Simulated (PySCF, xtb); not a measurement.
GeH3, SMILES [GeH3-], charge -1.

GFN2-xTB run with xtb at its own geometry gives an orbital gap of 5.37 eV.

Coordinates come from a r2SCAN-D4/def2-TZVPD optimisation.

What does PBE/def2-TZVPD in PySCF give? (The exact figures need the calculation; the answer reports its results.)

gap 3.27 eV (levels 0.95 and 4.22 eV).
